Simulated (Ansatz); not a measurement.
`B[SiH](N)P` + H–F → `B[SiH](N)F` + PH₃  (cleavage of the Si–P bond)

Computed with Ansatz on PBE0-D4/def2-TZVP structures; ΔE is electronic, products minus reactants. CCSD(T)/CBS is the MP2 limit (def2-TZVPP, def2-QZVPP) plus CCSD(T) − MP2 in def2-TZVPP, frozen cores. This one scheme is used for every species. Functionals use def2-TZVPP. B3LYP here is the variant with VWN-RPA as its local correlation; programs differ in this. One conformer a species, not always the lowest.

```json
{"level": "LDA (SPW92)", "ΔE (kJ/mol)": "-64.4", "difference from CCSD(T)/CBS": "53.5"}
{"level": "PBE-D4", "ΔE (kJ/mol)": "-80.0", "difference from CCSD(T)/CBS": "37.9"}
{"level": "revPBE-D4", "ΔE (kJ/mol)": "-78.9", "difference from CCSD(T)/CBS": "39.0"}
{"level": "BLYP-D4", "ΔE (kJ/mol)": "-117.9", "difference from CCSD(T)/CBS": "0.0"}
{"level": "r2SCAN-D4", "ΔE (kJ/mol)": "-104.9", "difference from CCSD(T)/CBS": "13.0"}
{"level": "B97M-V", "ΔE (kJ/mol)": "-115.4", "difference from CCSD(T)/CBS": "2.5"}
{"level": "B3LYP-D4", "ΔE (kJ/mol)": "-126.0", "difference from CCSD(T)/CBS": "-8.1"}
{"level": "r2SCANh-D4", "ΔE (kJ/mol)": "-106.6", "difference from CCSD(T)/CBS": "11.3"}
{"level": "r2SCAN0-D4", "ΔE (kJ/mol)": "-109.6", "difference from CCSD(T)/CBS": "8.3"}
{"level": "BHLYP-D4", "ΔE (kJ/mol)": "-145.6", "difference from CCSD(T)/CBS": "-27.7"}
{"level": "CAM-B3LYP-D4", "ΔE (kJ/mol)": "-140.5", "difference from CCSD(T)/CBS": "-22.6"}
{"level": "ωB97X-V", "ΔE (kJ/mol)": "-130.2", "difference from CCSD(T)/CBS": "-12.3"}
{"level": "B2PLYP", "ΔE (kJ/mol)": "-133.2", "difference from CCSD(T)/CBS": "-15.3"}
{"level": "PBE-QIDH", "ΔE (kJ/mol)": "-108.3", "difference from CCSD(T)/CBS": "9.6"}
{"level": "PBE", "ΔE (kJ/mol)": "-88.0", "difference from CCSD(T)/CBS": "29.9"}
{"level": "revPBE", "ΔE (kJ/mol)": "-96.7", "difference from CCSD(T)/CBS": "21.2"}
{"level": "BLYP", "ΔE (kJ/mol)": "-134.5", "difference from CCSD(T)/CBS": "-16.6"}
{"level": "r2SCAN", "ΔE (kJ/mol)": "-106.8", "difference from CCSD(T)/CBS": "11.1"}
{"level": "PBE0", "ΔE (kJ/mol)": "-99.4", "difference from CCSD(T)/CBS": "18.5"}
{"level": "B3LYP", "ΔE (kJ/mol)": "-139.0", "difference from CCSD(T)/CBS": "-21.1"}
{"level": "r2SCANh", "ΔE (kJ/mol)": "-108.7", "difference from CCSD(T)/CBS": "9.2"}
{"level": "r2SCAN0", "ΔE (kJ/mol)": "-111.9", "difference from CCSD(T)/CBS": "6.0"}
{"level": "BHLYP", "ΔE (kJ/mol)": "-157.5", "difference from CCSD(T)/CBS": "-39.6"}
{"level": "CAM-B3LYP", "ΔE (kJ/mol)": "-147.8", "difference from CCSD(T)/CBS": "-29.9"}
{"level": "LC-ωPBE", "ΔE (kJ/mol)": "-120.1", "difference from CCSD(T)/CBS": "-2.2"}
{"level": "RPA@PBE/def2-TZVPP", "ΔE (kJ/mol)": "-128.6", "difference from CCSD(T)/CBS": "-10.7"}
{"level": "HF/def2-SVP", "ΔE (kJ/mol)": "-192.8", "difference from CCSD(T)/CBS": "-74.9"}
{"level": "MP2/def2-SVP", "ΔE (kJ/mol)": "-121.4", "difference from CCSD(T)/CBS": "-3.5"}
{"level": "CCSD/def2-SVP", "ΔE (kJ/mol)": "-136.9", "difference from CCSD(T)/CBS": "-19.0"}
{"level": "CCSD(T)/def2-SVP", "ΔE (kJ/mol)": "-126.4", "difference from CCSD(T)/CBS": "-8.5"}
{"level": "HF/def2-TZVPP", "ΔE (kJ/mol)": "-202.0", "difference from CCSD(T)/CBS": "-84.1"}
{"level": "MP2/def2-TZVPP", "ΔE (kJ/mol)": "-114.0", "difference from CCSD(T)/CBS": "3.9"}
{"level": "SCS-MP2/def2-TZVPP", "ΔE (kJ/mol)": "-136.1", "difference from CCSD(T)/CBS": "-18.2"}
{"level": "CCSD/def2-TZVPP", "ΔE (kJ/mol)": "-135.9", "difference from CCSD(T)/CBS": "-18.0"}
{"level": "CCSD(T)/def2-TZVPP", "ΔE (kJ/mol)": "-121.7", "difference from CCSD(T)/CBS": "-3.8"}
{"level": "HF/def2-QZVPP", "ΔE (kJ/mol)": "-203.8", "difference from CCSD(T)/CBS": "-85.9"}
{"level": "MP2/def2-QZVPP", "ΔE (kJ/mol)": "-112.4", "difference from CCSD(T)/CBS": "5.5"}
{"level": "SCS-MP2/def2-QZVPP", "ΔE (kJ/mol)": "-134.7", "difference from CCSD(T)/CBS": "-16.8"}
{"level": "HF/CBS(def2)", "ΔE (kJ/mol)": "-204.1", "difference from CCSD(T)/CBS": "-86.2"}
{"level": "CCSD/CBS(def2)", "ΔE (kJ/mol)": "-132.1", "difference from CCSD(T)/CBS": "-14.2"}
{"level": "CCSD(T)/CBS", "ΔE (kJ/mol)": "-117.9", "difference from CCSD(T)/CBS": "0"}
```

Largest T1 diagnostic among the species: 0.016.

From BLYP to BHLYP (50 % exact exchange), in def2-TZVPP and without D4, ΔE moves by −23.0 kJ/mol. At CCSD(T), def2-SVP lies −8.5 kJ/mol from the extrapolated value and def2-TZVPP −3.8 kJ/mol.
